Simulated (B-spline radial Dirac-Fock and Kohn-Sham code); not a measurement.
# Relative photoemission cross sections at Ag Lα (2984.4 eV): 3d3/2, 3d5/2, Sc to La

Model: a relativistic central-field model (Hartree-Slater potential of the initial state, Latter tail, multipole expansion of the photon field, Dirac-Fock thresholds). Program: a B-spline atomic structure program. Cross sections are relative to C 1s, computed as 1.747 kb at this energy; β is from the dipole term. Free atoms in their tabulated ground configurations, whose changes along a row show as steps; without correlation, outer binding energies come out low.

```tsv
Z	element	σ 3d3/2	σ 3d5/2	β 3d5/2	binding 3d5/2 (eV)
21	Sc	0.000789	0.00116	0.46	7.26
22	Ti	0.00260	0.00381	0.49	8.32
23	V	0.00613	0.00897	0.53	9.27
25	Mn	0.0225	0.0329	0.59	10.97
26	Fe	0.0382	0.0556	0.62	11.75
27	Co	0.0611	0.0888	0.65	12.49
28	Ni	0.0937	0.136	0.67	13.20
30	Zn	0.199	0.287	0.73	14.57
31	Ga	0.273	0.394	0.76	24.82
32	Ge	0.366	0.529	0.78	36.16
36	Kr	0.993	1.43	0.88	92.18
38	Sr	1.51	2.17	0.93	141.3
40	Zr	2.21	3.17	0.97	188.5
43	Tc	3.66	5.24	1.03	265.2
46	Pd	5.69	8.12	1.08	339.9
48	Cd	7.44	10.6	1.11	411.4
49	In	8.45	12.0	1.13	451.5
50	Sn	9.56	13.6	1.14	493.2
54	Xe	15.0	21.3	1.19	676.5
56	Ba	18.5	26.1	1.20	789.6
57	La	20.4	28.8	1.21	846.3
```
